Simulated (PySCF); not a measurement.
Harmonic spectrum computed at PBE0 in the def2-SVP basis family (core potentials from Rb on, PySCF, no spin–orbit coupling):

```tsv
ω (cm⁻¹)	IR (km/mol, summed over degenerate members)	degeneracy
71	48.7	1
365	1.7	2
907	0.9	1
989	162	2
```

Problem. Which molecule gave it? In each, all ligands are bound to the one heavy central atom.
A. IrO₃ (doublet)
B. RuO₃ (singlet)
C. MnO₃ (doublet)
D. IO₃ (doublet)

Solution. C. It has C3v symmetry with Mn–O 1.552 Å (×3).
